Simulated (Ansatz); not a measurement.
Geometry optimisation, RKS revPBE-D4/def2-SVP (Ansatz 0.2.0).

Input:

```yaml
crystal:
  periodic: [false, false, false]
  atoms:
    - { symbol: B, position_ang: [0.4092, -1.814, -0.2186] }
    - { symbol: C, position_ang: [0.1562, -0.3821, -0.969] }
    - { symbol: O, position_ang: [-1.0437, -0.3542, -1.6931] }
    - { symbol: Si, position_ang: [-1.0954, 0.6874, -0.2628] }
    - { symbol: Cl, position_ang: [-0.8559, 2.6633, -0.8346] }
    - { symbol: In, position_ang: [-0.1986, 1.6746, 1.8159] }
    - { symbol: H, position_ang: [-0.406, -2.6342, -0.3498] }
    - { symbol: H, position_ang: [1.3472, -1.9199, 0.447] }
    - { symbol: H, position_ang: [0.9973, 0.1166, -1.4798] }
    - { symbol: H, position_ang: [1.2019, 1.1759, 1.5767] }
    - { symbol: H, position_ang: [-0.4469, 0.7295, 1.9886] }
basis:
  gaussian: { orbitals: def2-SVP }
hamiltonian:
  xc: revpbe
  dispersion: d4
relax:
  f_tol: 0.015
  max_steps: 40
output:
  orbitals: {}
```

Command:

```bash
$ ansatz run input.yaml --threads 2 --pin off --max-ram 3072MiB --backend cpu --events-out ev --progress --plain --runs-dir out
```

Task: Where does it end, and by what steps?

Result: The forces met the threshold. After 16 steps the energy has fallen by 16.322 eV; Si4 moved furthest, 1.07 Å. The start is strongly strained (largest force component 48 eV/Å). Joined: B1–In6 (4.08 → 2.68 Å).

```json
{"step": "0", "energy less start (eV)": "0.0000", "largest force component (eV/Å)": "48.189", "accepted": "yes"}
{"step": "1", "energy less start (eV)": "-9.8023", "largest force component (eV/Å)": "10.951", "accepted": "yes"}
{"step": "2", "energy less start (eV)": "-12.3442", "largest force component (eV/Å)": "3.252", "accepted": "yes"}
{"step": "3", "energy less start (eV)": "-13.5809", "largest force component (eV/Å)": "1.696", "accepted": "yes"}
{"step": "4", "energy less start (eV)": "-14.4932", "largest force component (eV/Å)": "1.056", "accepted": "yes"}
{"step": "5", "energy less start (eV)": "-15.1979", "largest force component (eV/Å)": "1.319", "accepted": "yes"}
{"step": "6", "energy less start (eV)": "-15.5855", "largest force component (eV/Å)": "0.851", "accepted": "yes"}
{"step": "7", "energy less start (eV)": "-15.8168", "largest force component (eV/Å)": "0.448", "accepted": "yes"}
{"step": "8", "energy less start (eV)": "-15.9799", "largest force component (eV/Å)": "0.491", "accepted": "yes"}
{"step": "9", "energy less start (eV)": "-16.1301", "largest force component (eV/Å)": "0.501", "accepted": "yes"}
{"step": "10", "energy less start (eV)": "-16.2453", "largest force component (eV/Å)": "0.300", "accepted": "yes"}
{"step": "11", "energy less start (eV)": "-16.2644", "largest force component (eV/Å)": "0.528", "accepted": "yes"}
{"step": "12", "energy less start (eV)": "-16.3053", "largest force component (eV/Å)": "0.202", "accepted": "yes"}
{"step": "13", "energy less start (eV)": "-16.3177", "largest force component (eV/Å)": "0.088", "accepted": "yes"}
{"step": "14", "energy less start (eV)": "-16.3199", "largest force component (eV/Å)": "0.048", "accepted": "yes"}
{"step": "15", "energy less start (eV)": "-16.3212", "largest force component (eV/Å)": "0.021", "accepted": "yes"}
{"step": "16", "energy less start (eV)": "-16.3217", "largest force component (eV/Å)": "0.013", "accepted": "yes"}
```

```xyz
11
Properties=species:S:1:pos:R:3
B 0.163 -1.326 -0.073
C 0.377 -0.449 -1.282
O -0.643 -0.273 -2.189
Si -1.748 0.069 -0.847
Cl -1.043 2.306 -0.299
In 0.331 0.868 1.452
H -0.730 -2.157 -0.028
H 1.020 -1.354 0.822
H 1.229 0.251 -1.425
H 1.917 1.473 1.191
H -0.808 0.535 2.699
```

Run time: 53 s on 2 threads of AMD EPYC 7R13 Processor (Zen 3), on a shared host, peak memory 0.24 GiB.
